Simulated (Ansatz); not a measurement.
Relaxation of ClF5H2OW (10 atoms, charge 0, multiplicity 1), to a largest force component of 0.03 eV/Å in at most 50 steps.

The calculation used RKS PBE-D4/def2-SVP in Ansatz.

```xyz
10
Properties=species:S:1:pos:R:3:forces:R:3
W 0.357 0.334 -0.346 0.50 0.37 0.28
O -0.135 -0.356 2.683 0.12 0.56 0.43
H -1.068 -0.401 2.966 0.04 0.01 -0.03
F 1.933 0.068 -1.313 -0.05 0.07 -0.04
F 0.138 1.889 -1.361 0.02 -0.01 -0.03
F -1.276 0.724 0.466 -0.02 -0.04 -0.04
F 0.654 -1.358 0.355 -0.05 0.06 -0.02
F -0.593 -0.515 -1.719 0.01 0.02 0.11
Cl 1.606 1.611 1.204 -0.37 -0.42 -0.49
H 0.162 0.521 3.035 -0.21 -0.60 -0.18
```

Question: Where does it end, and by what steps?

Answer: The run converged. After 13 steps the energy has fallen by 0.136 eV; H10 moved furthest, 0.50 Å.

| step | energy less start (eV) | largest force component (eV/Å) | accepted |
| --- | --- | --- | --- |
| 0 | 0.0000 | 0.599 | yes |
| 1 | -0.0689 | 0.736 | yes |
| 2 | -0.1044 | 0.583 | yes |
| 3 | -0.0986 | 1.341 | no |
| 4 | -0.1203 | 0.211 | yes |
| 5 | -0.1195 | 0.714 | no |
| 6 | -0.1261 | 0.078 | yes |
| 7 | -0.1292 | 0.082 | yes |
| 8 | -0.1314 | 0.304 | yes |
| 9 | -0.1326 | 0.372 | yes |
| 10 | -0.1351 | 0.052 | yes |
| 11 | -0.1352 | 0.098 | yes |
| 12 | -0.1360 | 0.042 | yes |
| 13 | -0.1362 | 0.018 | yes |

```xyz
10
Properties=species:S:1:pos:R:3
W 0.447 0.356 -0.498
O -0.256 -0.388 3.129
H -1.152 -0.261 2.764
F 1.906 0.138 -1.637
F 0.045 1.954 -1.377
F -1.087 0.576 0.549
F 0.813 -1.291 0.277
F -0.619 -0.533 -1.754
Cl 1.732 1.469 1.038
H -0.051 0.498 3.482
```

Run time: 39 s on 4 threads of Arm Neoverse V1, on a shared host, peak memory 0.22 GiB.
